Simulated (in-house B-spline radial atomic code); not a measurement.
Configurations of Br6+, with energies counted from [Ar] 3d10 4s1. Level of theory: non-relativistic wB97X, spin-polarised, spherical fractional occupations, exact exchange averaged over the configuration, point nucleus; calculated with an all-electron radial atomic-structure program (B-spline basis). Shells without spins written out take the highest spin.

Occupations are held fixed; configurations that lie above the ionisation limit could autoionise.

```json
{"configuration": "[Ar] 3d10 4f1", "E - E(ref) (eV)": "58.932", "highest orbital": "4f up", "its <r> (bohr)": "2.482"}
{"configuration": "[Ar] 3d10 5d1", "E - E(ref) (eV)": "64.577", "highest orbital": "5d up", "its <r> (bohr)": "3.51"}
{"configuration": "[Ne] 3s2 3p5 3d10 4s1 4f1", "E - E(ref) (eV)": "234.8", "highest orbital": "4f up", "its <r> (bohr)": "2.296"}
{"configuration": "[Ne] 3s2 3p5 3d10 4s1 5d1", "E - E(ref) (eV)": "241.21", "highest orbital": "5d up", "its <r> (bohr)": "3.428"}
{"configuration": "[Ne] 3s2 3p5 3d10 4s1 5f1", "E - E(ref) (eV)": "250.35", "highest orbital": "5f up", "its <r> (bohr)": "4.091"}
```

Q: Order these further configurations by energy, lowest first.
A. [Ne] 3s2 3p5 3d10 4s2
B. [Ar] 3d9 4s1 4f1
C. [Ar] 3d10 5s1
D. [Ar] 3d9 4s1 5s1
E. [Ar] 3d9 4s2

A: C (48.47 eV), E (68.017 eV), D (119.59 eV), B (128.95 eV), A (173.74 eV).

Q: How far above the reference does [Ar] 3d9 4s1 5f1 lie?

A: 144.5 eV; its least bound orbital is 5f up with <r> = 4.094 bohr.
